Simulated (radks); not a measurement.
The nuclear charge of neutral cerium is varied continuously with 58 electrons held in [Xe] 4f1 5d1 6s2. Method: scalar-relativistic Kohn-Sham, PBE, spin-polarised, spherical densities, finite nucleus; open shells are filled with parallel spins first (spin-orbit coupling, left out, can overturn this in heavy ions); Fermi nuclear charge, rms radius 4.8771 fm; computed with a radial shooting solver on a logarithmic mesh with Libxc functionals. By the Hellmann-Feynman theorem dE/dZ = E(electron-nucleus)/Z, the electronic potential at the nucleus (averaged over a nucleus of fixed radius). The scalar-relativistic energy here is not variational (the density holds large components alone), so the two differ by a part that grows with Z.

Z     E (hartree)  E(electron-nucleus)/Z (hartree)  HOMO  e(HOMO) (eV)  <r> HOMO (bohr)
57.8   -8785.8857                         -368.215    5d        -1.960            3.089
58     -8860.0509                         -370.018    5d        -3.326            2.908
58.2   -8934.5809                         -371.820    6s        -4.655            4.238
58.4   -9009.4757                         -373.621    6s        -5.847            4.080
58.6   -9084.7352                         -375.422    6s        -7.108            3.939
58.8   -9160.3594                         -377.223    6s        -8.433            3.812
59     -9236.3484                         -379.025    6s        -9.819            3.698

The central difference of E at Z = 58 is -371.738 hartree, to compare with the third column; the second derivative is -9.12 hartree.
